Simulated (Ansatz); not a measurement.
Job for Ansatz (a program for electronic structure): U-r2SCAN/cc-pVTZ on BH3O (SMILES BO), a point of a bond scan (R = 0.867 Å).

Ansatz 0.2 input:
```yaml
crystal:
  periodic: [false, false, false]
  atoms:
    - {symbol: B, position_ang: [-0.44836328, -0.55342233, 0.06101432]}
    - {symbol: H, position_ang: [-0.33819344, -1.33752824, 0.95180133]}
    - {symbol: H, position_ang: [-1.30242775, -0.64193468, -0.77341615]}
    - {symbol: O, position_ang: [0.44517449, 0.45958125, 0.02792633]}
    - {symbol: H, position_ang: [0.33345496, 1.00889027, -0.63338802]}
basis:
  gaussian:
    orbitals: cc-pVTZ
hamiltonian:
  xc: {name: r2SCAN}
magnetization: {spin_polarized: true, initial_magnetization: 0}
```

Program output:

```
WARN ansatz: RAYON_NUM_THREADS=1 ignored (pool sized by the plan → 1); use --threads N
Functional definition: r2SCAN
integrals: 0.02 GiB planned
559 factors; their error is unknown
mean field: 0.29 GiB planned
mean field evaluation 1: about -2767.9791 eV, gradient 3.6e1 eV
mean field evaluation 2: about -2757.5099 eV, gradient 6.4e1 eV
mean field evaluation 4: about -2772.2034 eV, gradient 1.9e0 eV
mean field evaluation 8: about -2772.2069 eV, gradient 2.6e-2 eV
mean field evaluation 16: about -2772.2069 eV, gradient 1.7e-5 eV
mean field -2772.20691490 eV, -101.8767250533 hartree, gradient 1.7e-5 eV, S^2 0.000000; 0 other end points of the search recorded, 0 dependent functions left out
reference -2772.20692539 eV, -101.8767254389 hartree; 8, 8 occupied and 94, 94 virtual orbitals, 559 factors
Total energy: -2772.20692539 eV, -101.8767254389 hartree
```

The calculation finished and met its thresholds.

Cost: very roughly 1.5 core-seconds.
